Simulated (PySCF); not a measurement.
Gas-phase reaction: TiCl₄.H₂O + O = TiCl₂(OH)₂ + Cl₂. Level: ωB97M-V/def2-TZVP†; standard pressure 1 bar.

Computed with PySCF and rigid-rotor harmonic-oscillator thermochemistry at 1 bar. † marks an energy on the PBE0/def2-TZVP geometry and frequencies. Open shells (unrestricted): O (multiplicity 3, electronic degeneracy 9); the rest are closed-shell singlets. Spin-orbit splitting is ignored; it lowers the true energy and changes the entropy of O. Adducts (TiCl₄.H₂O) have no counterpoise correction, and HF, PBE, BLYP, B3LYP and PBE0 lack dispersion. TiCl₄.H₂O, TiCl₂(OH)₂: computed as isolated molecules; such fragments, hydroxides, amides, oligomers or adducts are transient or little studied in the gas. The harmonic model lacks anharmonicity and excited electronic states, which grow with temperature; levels with a mode under 35 cm⁻¹ are left out. Soft modes under 120 cm⁻¹ make the harmonic entropy rough for TiCl₄.H₂O, TiCl₂(OH)₂.

| T (K) | 1000/T (1/K) | log10 K |
|---|---|---|
| 800 | 1.2500 | 17.39 |
| 1000 | 1.0000 | ? |
| 1200 | 0.8333 | 11.74 |
| 1400 | 0.7143 | 10.11 |
| 1600 | 0.6250 | 8.89 |
| 1800 | 0.5556 | 7.93 |

**Question.** Fit log10 K = a + b·(1000/T) to the five rows, get the mean ΔH° and ΔS°, and predict log10 K at 1000 K.

**Answer.** Means: 1000/T = 0.7956, log10 K = 11.212. Sums of products about the means: Sxy = 4.10059, Sxx = 0.301215, so b = Sxy/Sxx = 13.61 and a = 11.212 − (13.61)×0.7956 = 0.38.
ΔH° = −R ln 10 × 1000 K × b = −19.145 × (13.61) = -261 kJ; ΔS° = R ln 10 × a = 7 J/K. The run's own values go from -258 kJ and 10 J/K at 800 K to -266 kJ and 4 J/K at 1800 K.
Prediction at 1000 K: 0.38 + (13.61)×1.0000 = 13.99. The computed value is 14.01, 0.02 from the line.
For scale, ΔH°(298 K) is -255 kJ at this level, -260 kJ at ωB97X-V/def2-TZVP†, and runs from -586 to -39 kJ over the 19 levels computed.
